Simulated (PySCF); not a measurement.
**Deuteron quadrupole couplings in `C=C(C=O)[Si@@H](O)[SiH2]NC`**

C₄H₁₁NO₂Si₂.
Atom-mapped SMILES: `[CH2:1]=[C:2]([CH:3]=[O:4])[Si@@H:5]([OH:6])[SiH2:7][NH:8][CH3:9]` (hydrogens: H10, H11 on C1; H12 on C3; H13 on Si5; H14 on O6; H15, H16 on Si7; H17 on N8; H18, H19, H20 on C9)

Cartesian coordinates in Å at the GFN2-xTB level; atoms count from 1:
```xyz
20
C4H11NO2Si2 angstrom
C     -2.6729   -0.7124   -1.2033
C     -2.1768    0.1761   -0.3418
C     -3.1115    0.8885    0.5222
O     -2.8060    1.7212    1.3457
Si    -0.3237    0.6018   -0.1708
O     -0.0693    1.2363    1.3037
Si     0.9930   -1.2755   -0.3115
N      2.5804   -0.7195   -0.6645
C      3.2785    0.2804    0.1098
H     -3.7331   -0.9150   -1.2786
H     -2.0333   -1.2709   -1.8657
H     -4.1779    0.6146    0.3810
H     -0.1536    1.6659   -1.1834
H     -0.7904    1.7293    1.7075
H      0.7014   -2.1263   -1.4745
H      0.8920   -2.1689    0.8664
H      3.2256   -1.3704   -1.0870
H      3.9672    0.8364   -0.5307
H      2.5529    0.9744    0.5279
H      3.8525   -0.1553    0.9350
```

Level: PBE0/pcSseg-1 (PySCF, non-relativistic); Q(2H) = 0.00286 b; rigid geometry, the same for H and D, with no vibrational averaging.

Question: Rank these positions by the coupling χzz of a deuteron there, largest first.
A. H10 (vinylic hydrogen)
B. H16 (Si–H hydrogen)
C. H15 (Si–H hydrogen)
D. H20 (methyl hydrogen)
E. H11 (vinylic hydrogen)
F. H12 (formyl hydrogen)

Answer: E (222 kHz), A (217 kHz), D (199 kHz), F (178 kHz), C (107 kHz), B (100 kHz).

Tabulate Vzz, the asymmetry η and χzz = 234.96 MHz × Q × Vzz for every hydrogen position.

```csv
atom,bonded to,bond length (Å),Vzz (au),η,χzz (kHz)
H10,C1,1.082,0.3225,0.04,217
H11,C1,1.077,0.3304,0.03,222
H12,C3,1.110,0.2655,0.03,178
H13,Si5,1.479,0.1505,0.02,101
H14,O6,0.962,0.4583,0.06,308
H15,Si7,1.470,0.1590,0.04,107
H16,Si7,1.482,0.1484,0.03,100
H17,N8,1.009,0.4204,0.18,282
H18,C9,1.093,0.3023,0.05,203
H19,C9,1.088,0.3033,0.09,204
H20,C9,1.096,0.2962,0.05,199
```

Average by the element that carries the hydrogen.

on C: 204 kHz over 6 positions, mean bond length 1.091 Å; on Si: 103 kHz over 3 positions, mean bond length 1.477 Å; on O: 308 kHz over 1 position, mean bond length 0.962 Å; on N: 282 kHz over 1 position, mean bond length 1.009 Å.

How does χzz go with the bond length over the 6 C–H bonds?

A straight-line fit has a slope of -13.0 kHz for each 0.01 Å, with a correlation coefficient of -0.99, over lengths from 1.077 to 1.110 Å. The longer bonds have the smaller couplings here.

Geometry: GFN2-xTB, one conformer, isolated molecule. GFN2-xTB bond lengths can be off by several hundredths of an ångström, more for odd bonds, and the gradients follow them. A larger basis could move these couplings by a tenth or more.
